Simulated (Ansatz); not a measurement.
AlBrH₂O₂ (`[OH][Al]([OH])[Br]`) from Hartree–Fock to CCSD(T)

```xyz
6

O    -0.2025   -1.4527    0.7576
Al   -0.0466    0.0331   -0.0108
O     1.4922    0.5364   -0.4595
Br   -1.8504    1.3145   -0.4280
H    -1.0465   -1.8004    1.0400
H     1.6538    1.3691   -0.8994
```

The species carries charge 0 and has multiplicity 1. Correlated methods include outer-core shells of Br, which these sets cover unevenly. Scalar relativity is left out up to krypton. All single points use the PBE0-D4/def2-TZVP geometry. It is one conformer, not always the lowest. Frozen core, restricted reference, Ansatz 0.2.0.

```csv
basis,HF (Eh),MP2 corr.,CCSD corr.,(T),CCSD(T) total
def2-SVP,?,-0.66155,?,-0.01330,?
def2-TZVPP,?,-0.82861,?,-0.02871,?
def2-QZVPP,-2965.56925,-1.19321,–,–,–
```

(1) Fill in the withheld values. (Best estimate.)

Results:

(1) The calculation gave: def2-SVP HF (Eh): -2964.90306; def2-SVP CCSD corr.: -0.67393; def2-SVP CCSD(T) total: -2965.59029; def2-TZVPP HF (Eh): -2965.50510; def2-TZVPP CCSD corr.: -0.83813; def2-TZVPP CCSD(T) total: -2966.37194.
